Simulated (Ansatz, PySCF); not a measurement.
This Ansatz (a program for electronic structure) input computes a SVWN5/def2-TZVPD energy:

Ansatz 0.2 input:
```yaml
crystal:
  periodic: [false, false, false]
  atoms:
    - {symbol: Si, position_ang: [-1.50778772, 0.13774757, 0.35054881]}
    - {symbol: As, position_ang: [0.78599117, -0.10273817, -0.21715900]}
    - {symbol: H, position_ang: [-2.31214413, -0.74463328, -0.52616254]}
    - {symbol: H, position_ang: [-1.95116584, 1.54029198, 0.15906993]}
    - {symbol: H, position_ang: [-1.74116208, -0.24603510, 1.76427665]}
    - {symbol: H, position_ang: [1.17579141, 0.91227013, 0.86137954]}
basis:
  gaussian:
    orbitals: def2-TZVPD
hamiltonian:
  xc: {name: SVWN5}
magnetization: {spin_polarized: true, initial_magnetization: 1}
output: {forces: true}
```

### Question
Write an input for the same energy in PySCF and say what it gives.

### Answer

```python
from pyscf import gto, scf, dft

mol = gto.M(
    atom='''
    Si   -1.50778772    0.13774757    0.35054881
    As    0.78599117   -0.10273817   -0.21715900
    H    -2.31214413   -0.74463328   -0.52616254
    H    -1.95116584    1.54029198    0.15906993
    H    -1.74116208   -0.24603510    1.76427665
    H     1.17579141    0.91227013    0.86137954
    ''',
    basis='def2-tzvpd',
    charge=0,
    spin=1,
    verbose=4,
)

mf = dft.UKS(mol, xc='svwn').density_fit(auxbasis='def2-universal-jkfit')
mf.grids.level = 3
mf.conv_tol = 1e-9
mf.max_cycle = 100
mf.max_memory = 1500
mf.kernel()
if not mf.converged:
    mf = mf.newton()
    mf.kernel(mf.make_rdm1())
for _ in range(2):
    mo, _, stable, _ = mf.stability(return_status=True)
    if stable:
        break
    mf.kernel(mf.make_rdm1(mo, mf.mo_occ))
mf.analyze()
```
It gives -2523.27494 Eh, and Ansatz -2523.27488 Eh, a difference of 0.06 mEh, from the treatment of integrals and grids.

It need not be the lowest isomer of its formula.
